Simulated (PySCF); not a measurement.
A GIAO shielding run with PySCF 2.14 (density fitting, non-relativistic, gas phase) on SMILES C=C(C)[SiH2][SiH2]S[SiH3], C3H12SSi3:

```
$ OMP_NUM_THREADS=1 python probes_run.py task.json out

{"job": {"kind": "nmr", "xc": "PBE0", "basis": "pcSseg-1"}, "charge": 0, "multiplicity": 1}
C     -1.538508    -1.874793    -0.096801
C     -1.400780    -0.571671    -0.302397
C     -2.176192     0.432328     0.495458
Si    -0.194939     0.140546    -1.575866
Si     1.152834     1.766218    -0.617679
S      1.528314     1.403367     1.490224
Si     2.428311    -0.532390     1.537225
H     -2.220593    -2.272621     0.640535
H     -0.976803    -2.603420    -0.658003
H     -2.900831    -0.051633     1.147612
H     -2.702737     1.119145    -0.166225
H     -1.496784     1.023416     1.110616
H      0.572054    -0.973423    -2.152943
H     -0.975644     0.743579    -2.667176
H      0.587271     3.109455    -0.534499
H      2.481422     1.887142    -1.222926
H      1.426027    -1.510326     1.129996
H      2.842841    -0.680710     2.920317
H      3.554933    -0.544959     0.610053
```

Hardware: 1 thread of an Arm Neoverse N1, shared host. The job also computes population analyses, field gradients.

Task: How large is the calculation?

Result: 88 electrons, 207 basis functions and 1169 auxiliary functions.

Task: How long does it take, and how much memory does it need?

Result: 91 s of wall time, with 13 SCF cycles and 5 response iterations; peak memory 0.93 GiB. Times on a shared host scatter by some tens of per cent.
